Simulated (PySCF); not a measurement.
F$_{2}$OS, charge +1, doublet, geometry from GFN2-xTB (a state made from the parent by changing its charge; the spin is typed, not shown lowest). Base run: PySCF with CAMB3LYP/cc-pVDZ.

Geometry (Å):
```xyz
4

O      1.4128    -0.1527    -0.3285
S      0.1753    -0.0061     0.3289
F     -0.6646     1.2638    -0.1876
F     -0.9029    -1.1171    -0.1051
```
Charge +1, spin multiplicity 2.
Orbitals are unrestricted.
All else is at PySCF's defaults.
Base energy -672.54410 Eh.

Each row names what was changed in the base input (with any setting that the change needs).

```csv
change,ΔE vs base (µEh),grid points,electrons on the grid
base,0.0,61488,41.00000
"grids.atom_grid = (99, 590)",2.0,124864,41.00000
grids.radi_method = delley,-1.5,65136,41.00000
grids.level = 5,1.2,173784,41.00000
grids.radi_method = mura_knowles,-0.1,58680,41.00000
"grids.atom_grid = (50, 194)",-17.2,25952,41.00006
grids.level = 4,1.9,114624,41.00000
"grids.atom_grid = (150, 974)",1.1,311160,41.00000
grids.level = 0,-3226,4888,41.00499
small_rho_cutoff = 0,0.0,61488,41.00000
grids.prune = off,-1.3,102672,41.00000
```

Open shells are given as the SCF converged; they aren't shown to be the lowest states, and a large step between rows can be another state.
